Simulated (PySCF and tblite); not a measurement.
C4H9Cl3SeSi, numbered as in [CH3:1][CH2:2][CH2:3][CH2:4][Se:5][Si:6]([Cl:7])([Cl:8])[Cl:9].

Geometries GFN2-xTB; weights from PBE0-D3(BJ)/6-31G* energies and GFN2-xTB thermal corrections, with symmetry numbers and mirror pairs. Conformers within 4 kcal/mol (GFN2-xTB free energy) were kept, 10 at most. GIAO shieldings: PBE0/6-31G*. Shifts are against TMS (¹H), TMS (¹³C), TMS (²⁹Si), Me2Se (⁷⁷Se) at the same level. Programs: PySCF with density fitting and tblite.

Torsions listed: C1–C2–C3–C4, C2–C3–C4–Se5, C3–C4–Se5–Si6. Of a mirror pair one member is shown.

```csv
conformer,shape,weight %,dipole D
1,"-177°, 62°, 62°",23.3,2.58
2,"-179°, -178°, -68°",17.8,2.75
3,"-57°, -53°, -64°",11.4,2.58
4,"180°, 180°, 180°",9.7,2.87
5,"180°, -62°, -166°",9.5,2.77
```

Not shown: 5 more, 28.3 % in all.

Question: How do the computed shifts compare with measured ones?

Answer: 
```
nucleus  signal  leading conformer  average  measured    medium
   ²⁹Si     Si6               65.4     65.8     -12.1  solution
   ⁷⁷Se     Se5               98.6    106.0        63  solution
```

Measured values: U. Herzog, Habilitationsschrift, TU Bergakademie Freiberg, 2002/2003.  The computed shifts are unscaled and lack vibrational corrections. Si6, Se5: so large a gap may come from an atom such as Cl, Br, S or I beside it, whose spin–orbit effect is left out, or from a wrong assignment.


Conformer gaps in 6-31G* on xTB geometries can be 2 kcal/mol off for S=O, P=O and other polar bonds.